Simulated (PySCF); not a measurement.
A GIAO shielding run with PySCF 2.14 (density fitting, non-relativistic, gas phase) on pentamethylene sulfone (O=S1(=O)CCCCC1, C5H10O2S):

```
{"job": {"kind": "nmr", "xc": "PBE0", "basis": "pcSseg-1"}, "charge": 0, "multiplicity": 1}
O     -2.763368     0.810202     0.494182
S     -1.535262     0.547816    -0.207487
O     -1.502339     0.822967    -1.618025
C     -0.179230     1.449370     0.599624
C      1.115930     1.002167    -0.046695
C      1.375550    -0.487689     0.170983
C      0.336405    -1.364497    -0.525948
C     -1.045617    -1.180810     0.066813
H     -0.236118     1.207437     1.657354
H     -0.370446     2.509075     0.453882
H      1.045464     1.204391    -1.117240
H      1.950204     1.582549     0.355736
H      2.364124    -0.733892    -0.221483
H      1.381755    -0.706694     1.241851
H      0.287383    -1.096289    -1.583056
H      0.633920    -2.413843    -0.453691
H     -1.790841    -1.804541    -0.419379
H     -1.076275    -1.341401     1.140922
```

Hardware: 1 thread of an x86-64 server CPU, shared host. The job also computes population analyses, field gradients, ring-centre shieldings.

Q: How large is the calculation?

A: 72 electrons, 193 basis functions and 1022 auxiliary functions.

Q: How long does it take?

A: 50 s of wall time, with 14 SCF cycles and 4 response iterations. Times on a shared host scatter by some tens of per cent.
